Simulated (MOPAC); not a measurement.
Job for MOPAC: PM7 on RuO+, 2S+1 = 4, a spin state set in the input, which need not be the lowest, a point of a bond scan (R = 1.701 Å). Charge +1.

```
PM7 1SCF PRECISE CHARGE=1 UHF MS=1.5 THREADS=1
ORu

Ru     0.00000000 1     0.00000000 1     0.00000000 1
O      0.00000000 1     0.00000000 1     1.70118300 1
```

Program output:

```
*******************************************************************************
 **                                                                           **
 **                              MOPAC v23.2.5                                **
 **                                                                           **
 *******************************************************************************
 ** MOPAC's Digital Object Identifier: https://doi.org/10.5281/zenodo.6511958 **
 **                                                                           **
 ** Please cite the open-source release paper for use of this MOPAC version:  **
 ** J. E. Moussa and J. J. P. Stewart (2026)                                  **
 ** MOPAC: An open-source semiempirical molecular orbital program             **
 ** J. Open Source Softw., 11(119), 8025, https://doi.org/10.21105/joss.08025 **
 *******************************************************************************

                              PM7 CALCULATION RESULTS

 *******************************************************************************
 *  PM7        - The PM7 Hamiltonian to be used
 *  UHF        - UNRESTRICTED HARTREE-FOCK CALCULATION
 *
 *
 *
 *                 CHARGE ON SYSTEM = +1
 *
 *
 *
 *  MS=        - IN MECI, MAGNETIC COMPONENT OF SPIN =  1.5
 *  PRECISE    - TIGHTER CRITERIA TO BE USED
 *  1SCF       - DO 1 SCF AND THEN STOP
 *  THREADS=1  - MULTI-THREADING NOT USED
 *  T=         - A TIME OF 172800.0 SECONDS REQUESTED
 *  DUMP=N     - RESTART FILE WRITTEN EVERY 7200.0 SECONDS REQUESTED
 *******************************************************************************
PM7 1SCF PRECISE CHARGE=1 UHF MS=1.5 THREADS=1
 ORu

   ATOM   CHEMICAL          X               Y               Z
  NUMBER   SYMBOL      (ANGSTROMS)     (ANGSTROMS)     (ANGSTROMS)

     1      Ru          0.00000000  *   0.00000000  *   0.00000000  *
     2       O          0.00000000  *   0.00000000  *   1.70118300  *



          CARTESIAN COORDINATES

    NO.       ATOM           X           Y           Z

     1        Ru          0.0000      0.0000      0.0000
     2         O          0.0000      0.0000      1.7012

 General Reference for PM7:
 "Optimization of Parameters for Semiempirical Methods VI: More Modifications to the
 NDDO Approximations and Re-optimization of Parameters", J. J. P. Stewart, J. Mol. Mod., 1:32, 19 (2013)
 https://link.springer.com/article/10.1007/s00894-012-1667-x

           Empirical Formula: O Ru  =     2 atoms



      MOLECULAR POINT GROUP   :   C*v


          UHF CALCULATION, NO. OF ALPHA ELECTRONS =    8
                           NO. OF BETA  ELECTRONS =    5

 -------------------------------------------------------------------------------
 PM7 1SCF PRECISE CHARGE=1 UHF MS=1.5 THREADS=1
 ORu



     1SCF WAS SPECIFIED, SO BFGS WAS NOT USED
     SCF FIELD WAS ACHIEVED


                              PM7 CALCULATION
                                                       MOPAC v23.2.5 Linux




          FINAL HEAT OF FORMATION =        291.06895 KCAL/MOL =    1217.83249 KJ/MOL


          COSMO AREA              =         87.80 SQUARE ANGSTROMS
          COSMO VOLUME            =         75.98 CUBIC ANGSTROMS

          IONIZATION POTENTIAL    =         12.815296 EV
          ALPHA SOMO LUMO (EV)    =        -13.460 -7.104
          BETA  SOMO LUMO (EV)    =        -12.815 -7.260
          NO. OF ALPHA ELECTRONS  =          8
          NO. OF BETA  ELECTRONS  =          5
          MOLECULAR WEIGHT        =        117.0694         POINT GROUP:  C*v

          MOLECULAR DIMENSIONS (Angstroms)

            Atom       Atom       Distance
            O     2   Ru     1     1.70118
            O     2   Ru     1     0.00000
           Ru     1    O     2     0.00000


          SCF CALCULATIONS        =          1





   ATOM   CHEMICAL          X               Y               Z
  NUMBER   SYMBOL      (ANGSTROMS)     (ANGSTROMS)     (ANGSTROMS)

     1      Ru          0.00000000  *   0.00000000  *   0.00000000  *
     2       O          0.00000000  *   0.00000000  *   1.70118300  *

                             CARTESIAN COORDINATES

   1   Ru        0.000000000     0.000000000     0.000000000
   2    O        0.000000000     0.000000000     1.701183000


           Empirical Formula: O Ru  =     2 atoms



      MOLECULAR POINT GROUP   :   C*v


          ALPHA EIGENVALUES
 -32.31747 -19.00076 -18.49386 -18.25423 -14.95751 -14.67655 -13.50717 -13.45974
  -7.10382  -6.67068  -6.23360  -5.84019  -4.36529


           BETA EIGENVALUES
 -32.21202 -18.58445 -18.33066 -18.21947 -12.81530  -7.26045  -6.74485  -6.44769
  -6.13410  -4.65792  -4.15665  -3.86367  -2.89085


              NET ATOMIC CHARGES AND DIPOLE CONTRIBUTIONS

  ATOM NO.   TYPE          CHARGE      No. of ELECS.   s-Pop       p-Pop       d-Pop
    1         Ru           1.613351        6.3866     0.79278     0.68521     4.90866
    2          O          -0.613351        6.6134     1.73532     4.87803
 DIPOLE           X         Y         Z       TOTAL
 POINT-CHG.     0.000     0.000    -6.128     6.128
 HYBRID         0.000    -0.000     0.111     0.111
 SUM            0.000    -0.000    -6.017     6.017


          ATOMIC ORBITAL ELECTRON POPULATIONS

     Atom    s        px        py        pz      x^2-y^2     xz        z^2       yz        xy
    1 Ru   0.79278   0.48940   0.00830   0.18751   1.90558   0.89007   0.59474   0.51827   1.00000
    2  O   1.73532   1.62053   1.47343   1.78407


                    (SZ)    =    1.500000
                    (S**2)  =    3.759282


          ATOMIC ORBITAL SPIN POPULATIONS

    Atom   Total    s     px     py     pz   x^2-y^2  xz     z^2    yz     xy
         Atomic
    1 Ru  2.9896  0.582  0.478  0.000  0.043  0.082  0.436  0.309  0.060  1.000
    2  O  0.0104 -0.004  0.087 -0.061 -0.012

 **********************
 *                    *
 * JOB ENDED NORMALLY *
 *                    *
 **********************




 == MOPAC DONE ==
```

The run finished.

Cost: around 0.03 core-seconds (rough).
